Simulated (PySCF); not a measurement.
Compound: C7H12Si.
Numbering: `[CH3:1][CH2:2][CH2:3][SiH:4]1[CH:5]=[CH:6][CH:7]=[CH:8]1` (hydrogens: H9, H10, H11 on C1; H12, H13 on C2; H14, H15 on C3; H16 on Si4; H17 on C5; H18 on C6; H19 on C7; H20 on C8)

The same species was optimised twice, with GFN2-xTB and with PBE0-D3(BJ)/def2-SVP (PySCF), and the same property calculations (PySCF, gas phase) were run on both structures.

```
      coordinate  GFN2-xTB  PBE0-D3(BJ)/def2-SVP  change
       C6–C7 (Å)     1.455                 1.481  +0.026
      C3–Si4 (Å)     1.902                 1.885  -0.017
       C5=C6 (Å)     1.337                 1.350  +0.013
       C7=C8 (Å)     1.338                 1.350  +0.012
      Si4–C5 (Å)     1.887                 1.876  -0.011
      Si4–C8 (Å)     1.888                 1.878  -0.010
       C2–C3 (Å)     1.525                 1.528  +0.003
       C1–C2 (Å)     1.524                 1.521  -0.003
   C5–Si4–C8 (°)      89.0                  92.2    +3.2
   Si4–C5–C6 (°)     109.1                 106.9    -2.2
   Si4–C8–C7 (°)     109.1                 106.9    -2.2
   C2–C3–Si4 (°)     112.5                 114.2    +1.7
    C1–C2–C3 (°)     111.7                 113.3    +1.6
   C3–Si4–C5 (°)     114.3                 114.9    +0.6
    C6–C7–C8 (°)     116.4                 117.0    +0.6
    C5–C6–C7 (°)     116.4                 117.0    +0.6
C1–C2–C3–Si4 (°)      -179                   179      -2
C2–C3–Si4–C5 (°)       171                   172      +1
```

Rotational constants: A = 4291, B = 844.4, C = 780.3 MHz (GFN2-xTB) against A = 4261, B = 846.9, C = 777.2 MHz (PBE0-D3(BJ)/def2-SVP). Point groups within 0.08 Å: C1 and C1. Atoms that the bonding makes alike are paired by their places after alignment.

On the GFN2-xTB structure: HOMO (eV) -6.57 [PBE0/pcSseg-1]; LUMO (eV) -1.38 [PBE0/pcSseg-1]; dipole (D) 0.68 [PBE0/pcSseg-1]; GIAO shielding of C1 (ppm) 165.4 [PBE0/pcSseg-1]; GIAO shielding of C2 (ppm) 162.8 [PBE0/pcSseg-1]; GIAO shielding of C3 (ppm) 169.3 [PBE0/pcSseg-1]; GIAO shielding of Si4 (ppm) 366.1 [PBE0/pcSseg-1]; GIAO shielding of C5/C8 (mean) (ppm) 49.6 [PBE0/pcSseg-1]; GIAO shielding of C6/C7 (mean) (ppm) 31.8 [PBE0/pcSseg-1].

Task: What do these properties become on the PBE0-D3(BJ)/def2-SVP structure?

Result: 
```json
{"property": "HOMO (eV)", "level": "PBE0/pcSseg-1", "on GFN2-xTB": "-6.57", "on PBE0-D3(BJ)/def2-SVP": "-6.68", "change": "-0.11"}
{"property": "LUMO (eV)", "level": "PBE0/pcSseg-1", "on GFN2-xTB": "-1.38", "on PBE0-D3(BJ)/def2-SVP": "-1.45", "change": "-0.07"}
{"property": "dipole (D)", "level": "PBE0/pcSseg-1", "on GFN2-xTB": "0.68", "on PBE0-D3(BJ)/def2-SVP": "0.66", "change": "-0.02"}
{"property": "energy, GFN2-xTB geometry as zero (kcal/mol)", "level": "PBE0/pcSseg-1", "on GFN2-xTB": "0.0", "on PBE0-D3(BJ)/def2-SVP": "-1.6", "change": "-1.6"}
{"property": "GIAO shielding of C1 (ppm)", "level": "PBE0/pcSseg-1", "on GFN2-xTB": "165.4", "on PBE0-D3(BJ)/def2-SVP": "163.7", "change": "-1.7"}
{"property": "GIAO shielding of C2 (ppm)", "level": "PBE0/pcSseg-1", "on GFN2-xTB": "162.8", "on PBE0-D3(BJ)/def2-SVP": "161.5", "change": "-1.3"}
{"property": "GIAO shielding of C3 (ppm)", "level": "PBE0/pcSseg-1", "on GFN2-xTB": "169.3", "on PBE0-D3(BJ)/def2-SVP": "168.9", "change": "-0.4"}
{"property": "GIAO shielding of Si4 (ppm)", "level": "PBE0/pcSseg-1", "on GFN2-xTB": "366.1", "on PBE0-D3(BJ)/def2-SVP": "363.4", "change": "-2.7"}
{"property": "GIAO shielding of C5/C8 (mean) (ppm)", "level": "PBE0/pcSseg-1", "on GFN2-xTB": "49.6", "on PBE0-D3(BJ)/def2-SVP": "47.4", "change": "-2.2"}
{"property": "GIAO shielding of C6/C7 (mean) (ppm)", "level": "PBE0/pcSseg-1", "on GFN2-xTB": "31.8", "on PBE0-D3(BJ)/def2-SVP": "27.5", "change": "-4.3"}
```

The heavy atoms differ by 0.029 Å rms after alignment (one structure mirrored). Among bonds between heavy atoms C6–C7 changes most (+0.026 Å). Changes are differences of the printed values. Neither structure is proved a minimum here.

Shape of the structure used: `[CH3:1][CH2:2][CH2:3][SiH:4]1[CH:5]=[CH:6][CH:7]=[CH:8]1`: C1–C2–C3–Si4 179°, C2–C3–Si4–C5 172°.
